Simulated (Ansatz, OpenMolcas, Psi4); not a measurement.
**How methods differ on Ge2H6 (digermane)**

The species is Ge2H6 (8 atoms), meant as a singlet with charge 0. As SMILES, `[GeH3][GeH3]`. The shape is that of a PBE0-D4/def2-TZVP optimisation.

| atom | x (Å) | y (Å) | z (Å) |
| --- | --- | --- | --- |
| Ge | -0.5692 | 0.2819 | -1.0299 |
| Ge | 0.5692 | -0.2819 | 1.0299 |
| H | -0.3605 | -0.8252 | -2.0758 |
| H | -2.0775 | 0.4423 | -0.7801 |
| H | -0.0232 | 1.6020 | -1.5979 |
| H | 0.3674 | 0.8291 | 2.0731 |
| H | 2.0763 | -0.4505 | 0.7785 |
| H | 0.0175 | -1.5977 | 1.6022 |

Quantity: the electronic atomisation energy, in eV. The values are calculated. Electronic energies at fixed atoms, without zero-point motion or spin-orbit coupling.

| level | kind | program | value (eV) | CPU time (all runs) |
| --- | --- | --- | --- | --- |
| r2SCAN/6-31G* (spherical functions) | meta-GGA | OpenMolcas | 20.75 | 72 s |
| M06-2X/6-31G* (spherical functions) | hybrid meta-GGA | Psi4 | 19.89 | 21 s |
| r2SCAN0/6-31G* (spherical functions) | hybrid meta-GGA | Ansatz | 20.69 | 8.5 s |
| CAM-B3LYP/6-31G* (spherical functions) | range-separated hybrid | Ansatz | 20.72 | 5.9 s |
| wB97X/6-31G* (spherical functions) | range-separated hybrid | Ansatz | 21.05 | 16 s |
| RPA@PBE/6-31G* (spherical functions) | RPA | Ansatz | 18.09 | 7 s |
| RPA@PBE0/6-31G* (spherical functions) | RPA | Ansatz | 18.19 | 7.2 s |
| MP3/6-31G* (spherical functions) | perturbation theory | Psi4 | 17.94 | 14 s |

All-electron rows without a relativistic Hamiltonian named are non-relativistic. The values span 17.94 to 21.05 eV. In the correlated wave-function rows the outer d shell of Ge is correlated, in sets not made for it. Times are those of the runs behind each value, whatever else they computed, on shared processors of several kinds: orders of magnitude only.
